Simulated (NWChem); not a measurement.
System: C2H6OSi2; SMILES O1[SiH2]C=C1[SiH3]

```xyz
11

Si     0.0552    -2.1559     0.0000
C     -0.1153    -0.2735     0.0000
C     -1.1963     0.5481     0.0000
Si     0.0549     1.9005     0.0000
O      1.0526     0.4782     0.0000
H      0.8039    -2.5884    -1.2162
H      0.8039    -2.5884     1.2162
H     -1.3126    -2.7514     0.0000
H     -2.2509     0.2837     0.0000
H      0.2601     2.7346    -1.2174
H      0.2601     2.7346     1.2174
```
Atoms are numbered in this order, from 1.

All runs: NWChem. Pople sets run with spherical d functions. STO-3G and 3-21G are far too small for this property and stand as cheap habits. The geometry was optimised at PBE0/def2-SVP. GIAO values for the isolated, static molecule; σ is the absolute isotropic shielding, δ = σ(reference) − σ with the isolated reference molecule computed at the same levels (13C: tetramethylsilane, 1H: tetramethylsilane, 17O: water, 29Si: tetramethylsilane).

```tsv
level	δ Si1 (ppm)	δ C2 (ppm)	δ C3 (ppm)	δ O5 (ppm)	δ H6 (rotor mean) (ppm)	δ H9 (ppm)	δ H10 (ppm)
B3LYP/6-31G*	-51.2	177.8	110.1	116.8	4.21	5.16	6.26
PBE0/pcSseg-1	[?]	[?]	[?]	[?]	4.19	5.91	[?]
BHandHLYP/pcSseg-1	-77.4	200.0	123.9	135.1	4.04	5.94	5.68
Hartree-Fock/STO-3G	-70.6	174.8	117.5	9.7	1.73	5.71	3.21
```

### Question
What belongs in the gaps?

### Answer

- PBE0/pcSseg-1, δ Si1 (ppm): -79.8
- PBE0/pcSseg-1, δ C2 (ppm): 195.4
- PBE0/pcSseg-1, δ C3 (ppm): 121.3
- PBE0/pcSseg-1, δ O5 (ppm): 149.8
- PBE0/pcSseg-1, δ H10 (ppm): 6.03
